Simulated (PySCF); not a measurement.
**Computed properties of ReO2F3, SMILES [O]=[Re](=[O])([F])([F])[F], multiplicity 1**

ReO₂F₃, SMILES [O]=[Re](=[O])([F])([F])[F], multiplicity 1. Geometry optimised at B3LYP-D3(BJ)/def2-SVP. The multiplicity is an assumed one; other spin states were not compared. The def2 effective core potentials stand for the cores of Re; spin–orbit coupling is left out. The values are those of a single conformer. All values are computed for the isolated molecule unless a solvent is named; none is compared with measurement here.

**Structure.** The optimised structure has C2v symmetry. All 12 harmonic modes at B3LYP-D3(BJ)/def2-SVP (PySCF) are real, so it is a minimum. With heavy atoms numbered as in [Re:1](=[O:2])(=[O:3])([F:4])([F:5])[F:6], the shortest bond between them is Re1–O3 at 1.686 Å and the longest Re1–F4 at 1.880 Å.

**Vibrations.** The strongest infrared lines (harmonic, unscaled, degenerate partners summed) lie at 704 cm⁻¹ (193 km/mol, F 85 %, Re 15 %), 1032 cm⁻¹ (136 km/mol, O 89 %, Re 11 %), 713 cm⁻¹ (74 km/mol, F 92 %). The softest mode is at 97 cm⁻¹ and the zero-point energy is 8.8 kcal/mol.

**Electronic structure.** PBE0/def2-TZVP (PySCF) places the frontier levels at -11.24 and -4.85 eV, a gap of 6.39 eV, and gives a dipole moment of 0.40 D and a mean polarisability of 43.4 bohr³. PBE/def2-TZVP (PySCF) at the same geometry gives -9.42 and -5.43 eV, so its gap is 2.40 eV narrower. An orbital gap is neither the optical nor the fundamental gap.

**Excitations.** TDA-B3LYP/def2-SVPD (PySCF) has S1 at 4.20 eV (295 nm, f = 0.000, dark); the most intense of the 10 singlets computed lies at 5.88 eV (f = 0.02). T1 (TDA) is at 3.84 eV, 0.36 eV under S1. TDA-PBE/def2-SVPD (PySCF) puts S1 at 3.99 eV. No vertical singlet excitation falls in the visible range (under 3.1 eV).
